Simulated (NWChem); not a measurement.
System: C$_{3}$H$_{5}$NO; SMILES C(/N=C\C)=O

Here is an NWChem input.

```
start job
memory heap 200 mb stack 900 mb global 1100 mb
geometry units angstroms noautoz
  C     -0.733829    -1.704840     0.077248
  C      0.599476    -1.101515    -0.218805
  N      0.956963     0.100079    -0.045765
  C      0.166297     1.142691     0.391962
  O     -0.697489     1.682511    -0.250131
  H     -1.460107    -0.966924     0.441805
  H     -1.134850    -2.171562    -0.837087
  H     -0.622312    -2.514541     0.816909
  H      1.359972    -1.788470    -0.628541
  H      0.484668     1.508507     1.399639
end
basis spherical
  C library def2-tzvp
  N library def2-tzvp
  O library def2-tzvp
  H library def2-tzvp
end
dft
  xc kt2
  iterations 150
  semidirect filesize 400000000
  mulliken
end
task dft energy
```

Coordinates come from a PBE0/def2-SVP optimisation.

Task: Give the results of this calculation. (KT2/def2-TZVP.) Quantities: energy (Ha); highest occupied level (eV); orbital gap (eV); dipole (D).

Result: The energy (Ha) is -251.43 and the highest occupied level (eV) comes out as -6.05. The orbital gap (eV) comes out as 3.92 and the dipole (D) is 3.54.
